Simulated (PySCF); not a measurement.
# Threshold energies of RuF in a plasma

PBE0 in PySCF with def2-TZVPPD on every atom (core potentials on Ru), for the lowest determinant that a PBE0 search found; no spin–orbit coupling.

| species | state (unpaired electrons) | Re (Å) | ωe (cm⁻¹) | energy of the minimum from the neutral (eV) | De (eV) | dissociates to |
| --- | --- | --- | --- | --- | --- | --- |
| RuF | quartet (σ ↑, π ↑, δ ↑) | 1.902 | 559 | 0.00 | 4.00 | Ru (4d7 5s1) + F |
| RuF⁺ | quintet (σ ↑, π ↑↑, δ ↑) | 1.809 | 715 | 7.97 | 3.54 | Ru⁺ (4d7) + F |
| RuF⁻ | quintet (σ ↑, π ↑↑, δ ↑) | 1.991 | 461 | -1.42 | 2.18 | Ru (4d7 5s1) + F⁻ |

**Question.** Work out the lowest energy to break RuF into atoms, from its vibrational ground state.

**Answer.** D0 = De − ωe/2 = 4.00 − 0.03 = 3.97 eV (PBE0/def2-TZVPPD).

**Question.** Work out the ionisation energy of the Ru atom at this level and the threshold of dissociative ionisation.

**Answer.** IE(Ru) = 7.97 + 3.54 − 4.00 = 7.51 eV, so Ru⁺ (4d7) + F + e⁻ appears at D0 + IE(Ru) = 11.48 eV (PBE0/def2-TZVPPD). The measured IE(Ru) is 7.361 eV (NIST ASD).

**Question.** Work out the electron affinity of the F atom and the threshold of dissociative attachment.

**Answer.** EA(F) = 4.00 − 2.18 − (-1.42) = 3.24 eV, so Ru (4d7 5s1) + F⁻ needs D0 − EA(F) = 0.73 eV (PBE0/def2-TZVPPD). The measured EA(F) is 3.401 eV.

**Question.** At which energy does ion-pair formation open?

**Answer.** Ru⁺ + F⁻ lies at D0 + IE(Ru) − EA(F) = 8.24 eV (PBE0/def2-TZVPPD).

These are thermodynamic thresholds; the onsets seen under electron impact lie higher where the geometry changes, and cross-sections peak well above them.

The metal atom is held in its measured ground configuration; semilocal functionals can put another filling of s and d lower by some tenths of an eV, and De to that atom would be smaller. Spin–orbit coupling is left out, which matters for elements this heavy, above all for dissociation energies. For an ion De counts to the pair picked by the measured ionisation energies or electron affinities, which need not be the lowest pair at this level. The highest Kohn–Sham level is positive in this anion. Much of that is self-interaction error, but it also means that the finite basis helps to hold the extra electron. The state is the lowest single determinant that the PBE0 search found; with open d or f shells the true ground state can be another one.
